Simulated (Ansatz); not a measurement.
Ansatz (a program for electronic structure) input (MP2/STO-3G):

Ansatz 0.2 input:
```yaml
crystal:
  periodic: [false, false, false]
  atoms:
    - {symbol: Ge, position_ang: [-0.00564895, 0.00110658, 0.44929983]}
    - {symbol: F, position_ang: [0.70485134, 1.19282022, -0.79296222]}
    - {symbol: F, position_ang: [-0.68476618, -1.19675475, -0.80454829]}
basis:
  gaussian:
    orbitals: STO-3G
total_charge: -1
magnetization: {spin_polarized: true, initial_magnetization: 1}
correlation: {method: mp2, electrons: outside_noble_gas}
```

What final total energy does it give?

-2247.67380 Eh.
